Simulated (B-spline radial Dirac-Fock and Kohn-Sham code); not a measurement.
# Conversion-electron coefficients: Sb, 42.5 keV

Z = 51 (antimony), transition energy 42.5 keV. Calculated with a radial finite-basis atomic code, using a Dirac-Hartree-Slater potential of the neutral atom with a Latter tail (no hole, which puts coefficients of high multipoles low close above an edge), finite nucleus with surface currents. Subshells that would emit electrons below 1 keV are left out.

```tsv
subshell	electron energy (keV)	E2	E3	E4	M3	M4
K	12.01	11.9	54.3	227	981	5950
L1	37.80	1.04	3.77	131	549	11100
L2	38.12	7.92	567	22700	80.0	2140
L3	38.37	11.1	752	29300	916	44200
M1	41.56	0.207	0.909	33.3	127	2830
M2	41.69	1.64	123	5210	18.4	521
M3	41.73	2.32	164	6690	211	11000
M4	41.96	0.0189	3.71	688	2.45	178
M5	41.97	0.0224	5.18	854	2.10	557
N1	42.35	0.0433	0.198	7.31	27.2	622
N2	42.40	0.317	24.0	1030	3.62	104
N3	42.40	0.444	31.7	1300	41.1	2190
N4	42.46	0.00302	0.601	112	0.401	29.3
N5	42.46	0.00354	0.834	139	0.340	91.1
total		37.0	1730	68500	2960	81700
```

Question: For a pure E4 transition, what fraction of decays emits a photon?

Answer: 1/(1 + α) = 1.46e-05 with the total α = 68500; the total includes the outer subshells that are not listed.
